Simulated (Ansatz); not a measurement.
Molecule: 3-bromoselenophene, C4H3BrSe, net charge 0, singlet state. SMILES: Brc1cc[se]c1
Geometry: optimised at B3LYP-D3(BJ)/def2-TZVP (Ansatz, a first-principles code).

Property: atomisation energy (electronic, to ground-state atoms), in eV. Cores are frozen in the correlated levels unless marked. Open shells are spin-unrestricted. No spin-orbit coupling. The frozen core is the preceding noble-gas configuration, with the filled d and f shells of earlier blocks. No relativistic terms. The coupled-cluster limit lacks core correlation, which all-electron functionals hold. Basis-set limits of correlation are two-point, X^-3; Hartree-Fock from the larger set.

The Hartree-Fock reference is unstable (checked in the largest basis), which strains HF and MP2. 

| level | program | atomisation energy (eV) |
|---|---|---|
| BLYP/def2-TZVPD | Ansatz | … |
| B3LYP-D4/def2-TZVPD | Ansatz + dftd4 | 39.28 |
| HSE06-D4/def2-TZVPD | Ansatz + dftd4 | … |
| CCSD(T)/CBS(aug-cc-pVTZ,aug-cc-pVQZ) | Ansatz | 39.24 |

Question: What belongs in the gaps?

Answer: 
- BLYP/def2-TZVPD, atomisation energy (eV): 38.80
- HSE06-D4/def2-TZVPD, atomisation energy (eV): 40.23
